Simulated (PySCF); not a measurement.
Two structures of CH4BBr, closed shell, reached by relaxing down either side of one saddle point (PBE0-D4/def2-TZVP). Energies are electronic, without zero-point energy. Computed with PySCF 2.14 with density fitting (its default auxiliary sets; JK sets also for MP2 and CCSD(T)) (basis: def2-TZVPP and def2-QZVPP); correlated methods freeze the cores. Filled d shells of the heavier atoms are correlated. The def2 sets are not built for correlating such inner shells, so the correlated values are less sure here. Extrapolation: Hartree–Fock as exp(−7.88 √X), correlation as X^−2.97. First:

```tsv
atom	x (Å)	y (Å)	z (Å)
B1	0.3210	-0.4615	0.6130
Br2	1.8250	-1.5542	0.1660
C3	-0.4131	0.3883	-0.4497
H4	-0.3351	1.4454	-0.1635
H5	0.0060	-0.4818	1.7630
H6	-1.4866	0.1672	-0.4190
H7	-0.0494	0.2725	-1.4700
```

Second:

B1  (-0.639, -0.510, 0.993)
Br2  (2.538, 1.036, -0.647)
C3  (-0.809, -0.172, -0.332)
H4  (1.215, 0.512, -0.350)
H5  (-0.466, -0.788, 2.121)
H6  (-1.203, 0.792, -0.641)
H7  (-0.634, -0.876, -1.140)
(Å)

Which bonds change from the first to the second?

CH₄BBr ([CH3][BH][Br]) → CH₃B ([BH][CH2]) + HBr; bonds formed: Br2–H4; bonds broken: B1–Br2, C3–H4.

Give the saddle point's structure and its height above each. (To be estimated.)

The calculation gives: 3.052 eV above the first and 0.175 eV above the second (CCSD(T) at an estimated basis limit (MP2 extrapolated from triple and quadruple zeta, plus CCSD(T) − MP2 in triple zeta)).
```
atom    x (Å)    y (Å)    z (Å)
  B1  -0.1412  -0.2210   0.7476
 Br2   2.3050  -0.1592  -0.1711
  C3  -0.8906  -0.0541  -0.4185
  H4   1.0735   0.6678  -0.2960
  H5   0.1578  -0.2497   1.8842
  H6  -1.9374   0.2260  -0.3069
  H7  -0.5673  -0.2099  -1.4392
```

No T1 diagnostic of these runs exceeds 0.011.

Labels in which every atom is bracketed show which atoms are joined, not bond orders.

For scale, one of the runs: CCSD(T)/def2-TZVPP, 166 basis functions, launched by `OMP_NUM_THREADS=4 python run.py`. Time: 110 s of wall clock on 4 CPU threads of a Oxide Virtual Turin-like; the host was shared. Peak host memory: 1.7 GiB.
